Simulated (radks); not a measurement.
Results of a calculation; reference values are marked as such.
S5+, configuration [Ne] 3s1 (the NIST ground configuration). Code: a radial shooting solver on a logarithmic mesh with Libxc functionals. Model: scalar-relativistic Kohn-Sham, PBE, spin-polarised, spherical densities, point nucleus; open shells are filled with parallel spins first.

Unscreened Slater integrals over Kohn-Sham orbitals (cm^-1). They are taken over the spin-up orbitals.

integral,value
"F0(3s,3s)",139860
"F0(3s,2p)",184040
"G1(3s,2p)",16244
"F0(3s,2s)",182060
"G0(3s,2s)",12914
"F0(3s,1s)",204640
"G0(3s,1s)",6931.7
"F0(2p,2p)",459410
"F2(2p,2p)",212870
"F0(2p,2s)",434310
"G1(2p,2s)",257290
"F0(2p,1s)",641840
"G1(2p,1s)",92909
"F0(2s,2s)",417740
"F0(2s,1s)",589560
"G0(2s,1s)",49188
"F0(1s,1s)",2132700
